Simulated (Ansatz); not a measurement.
`O=C=CF` + H₂Te → `O=C=C[TeH]` + H–F at 700 K and 1 bar (substitution at a C–F bond).

Program: Ansatz. Geometries: PBE0-D4/def2-TZVP. ΔE: electronic, gas phase. CCSD(T)/CBS is the MP2 limit (def2-TZVPP, def2-QZVPP) plus CCSD(T) − MP2 in def2-TZVPP, frozen cores. This one scheme is used for every species. Elements past krypton have def2 core potentials. For Te outer-core shells are correlated without core-valence functions, which leaves a few kJ/mol of doubt a bond.

```csv
species,CCSD(T)/CBS energy (Eh),H − E (kJ/mol),S (J/(mol·K))
`O=C=CF`,-251.58851,108.0,330.7
H₂Te,-268.91024,57.2,261.6
`O=C=C[TeH]`,-420.15634,130.7,388.2
H–F,-100.39570,45.2,198.5
```

H − E and S are ideal-gas, rigid-rotor, harmonic terms from PBE0-D4/def2-TZVP, for one conformer and one mirror image of each species. 1 Eh = 2625.50 kJ/mol, R = 8.31446 J/(mol·K).

Question: By hand: ΔE, ΔH, ΔS and ΔG.

Answer: ΔE = (-420.15634) + (-100.39570) − (-251.58851) − (-268.91024) = -0.05329 Eh = -139.9 kJ/mol. Δ(H − E) = 130.7 + 45.2 − 108.0 − 57.2 = 10.7, so ΔH = -129.2 kJ/mol. ΔS = 388.2 + 198.5 − 330.7 − 261.6 = -5.6 J/(mol·K). ΔG = -129.2 − 700 × (-5.6)/1000 = -125.3 kJ/mol.

Question: By hand: the equilibrium constant, and the temperature at which ΔG would vanish if ΔH and ΔS stayed fixed.

Answer: log₁₀ K = −ΔG/(RT ln 10) = 9.3. ΔG = 0 at ΔH/ΔS = 23071 K, far beyond where these terms or the molecules hold.

The number of gas molecules stays the same, so ΔS is small and ΔH decides. A doubt of 5 kJ/mol in ΔE shifts log₁₀ K by 0.4 here. Other conformers and mirror images would add mixing entropy, several J/(mol·K) or more a flexible species. These are equilibria of isolated gas molecules and say nothing of rates. Largest T1 diagnostic: 0.016 (customary marks: 0.02 for closed shells, 0.045 for open ones).
